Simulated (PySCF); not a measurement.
C3H3ClF2, SMILES F[C@@H]1[C@H](F)[C@H]1Cl. Geometry optimised at B3LYP-D3(BJ)/def2-SVP. The structure was generated by enumeration; whether it is a known compound was not checked.

Calculation: B3LYP-D3(BJ)/def2-SVP in PySCF.

Harmonic wavenumbers (cm⁻¹): 181, 214, 242, 321, 379, 655, 810, 844, 925, 1009, 1046, 1095, 1132, 1177, 1203, 1260, 1362, 1485, 3157, 3163, 3181. Rotational constants (GHz): 4.830, 1.804, 1.416; symmetry number 1.

Question: Work out the zero-point energy and the ideal-gas rigid-rotor harmonic-oscillator thermochemistry at 298.15 K and 1 atm.

Answer: ZPE = ½ Σ hcν = ½ × 24838 cm⁻¹ = 148.57 kJ/mol. H − E(el) = 165.97 kJ/mol. Entropy in J/(mol K): translation 167.65, rotation 115.72, vibration 40.89, total 324.26. G − E(el) = 69.30 kJ/mol. Cp = 88.65 J/(mol K).
